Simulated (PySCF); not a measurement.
# Spinor energies of Br²³⁺ (bromine, charge +23)

Start: [Ne] 3s2. Calculated with PySCF 2.14 in an uncontracted even-tempered set (19 s from 3 bohr⁻², ratio 2.4; 13 p from 3.8 bohr⁻², ratio 2.4; 5 d from 13 bohr⁻², ratio 2.6; 4 f from 20 bohr⁻², ratio 2.6): generalised Hartree-Fock with the X2C-1e Hamiltonian and a Gaussian nucleus; one run each with spin-orbit coupling (SO) switched off, then screened by Boettger's factors.

```json
{"spinor shell": "1s1/2", "electrons": "2", "ε, spin-free (eV)": "-14613.5", "ε, screened SO (eV)": "-14613.2", "weight of nominal j (screened SO)": "1.000", "rms radius, screened SO (bohr)": "0.0492"}
{"spinor shell": "2s1/2", "electrons": "2", "ε, spin-free (eV)": "-2828.9", "ε, screened SO (eV)": "-2828.9", "weight of nominal j (screened SO)": "1.000", "rms radius, screened SO (bohr)": "0.201"}
{"spinor shell": "2p1/2", "electrons": "2", "ε, spin-free (eV)": "-2614.2", "ε, screened SO (eV)": "-2647.9", "weight of nominal j (screened SO)": "1.000", "rms radius, screened SO (bohr)": "0.177"}
{"spinor shell": "3s1/2", "electrons": "2", "ε, spin-free (eV)": "-1066.1", "ε, screened SO (eV)": "-1066.1", "weight of nominal j (screened SO)": "1.000", "rms radius, screened SO (bohr)": "0.496"}
```

Question: Where does 2p3/2 lie, and what is the 2p spin-orbit splitting (screened SO)?

Answer: At -2598.1 eV, 49.817 eV above 2p1/2.

```csv
quantity,spin-free,screened SO
E (hartree),-2269.09999,-2269.22706
M_J,0,0
⟨J²⟩,0.000,0.000
⟨L²⟩,0.000,0.001
⟨S²⟩,0.000,0.001
```

Without spin-orbit coupling the j labels of p, d and f shells carry no meaning; the spin-free column gives the mean over the occupied spinors of each nl shell.
